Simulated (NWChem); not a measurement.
## Basis-set convergence for H2AlCl

SMILES: [Cl][AlH2]
```xyz
4

Al     0.0000     0.0000    -1.0738
H     -1.4007     0.0000    -1.8030
H      1.4007     0.0000    -1.8030
Cl     0.0000     0.0000     1.0333
```
Charge 0, spin multiplicity 1.

Program: NWChem. The geometry was optimised at PBE0/def2-SVP, a minimum by its harmonic frequencies.

Quantity: dipole moment at the level PBE.

The Pople sets run with spherical d functions. The structure started from a generated list of species.

In def2-QZVP the value is 1.22 D. Among STO-3G, def2-SVP, 6-31+G*, def2-SVPD, aug-pcseg-1, cc-pVTZ, pcseg-2, def2-TZVPP, aug-cc-pVTZ, which is the smallest basis within 0.1 D of it?

def2-SVPD, with 67 functions against 200 (also within reach: aug-pcseg-1, cc-pVTZ, def2-TZVPP, aug-cc-pVTZ). def2-QZVP isn't the basis-set limit itself, and a small set can land close by cancellation.

| basis | functions | dipole moment (D) |
|---|---|---|
| STO-3G | 20 | 2.57 |
| def2-SVP | 46 | 1.06 |
| 6-31+G* | 48 | 1.54 |
| def2-SVPD | 67 | 1.30 |
| aug-pcseg-1 | 72 | 1.28 |
| cc-pVTZ | 96 | 1.20 |
| pcseg-2 | 96 | 1.38 |
| def2-TZVPP | 112 | 1.16 |
| aug-cc-pVTZ | 146 | 1.26 |
| def2-QZVP | 200 | 1.22 |
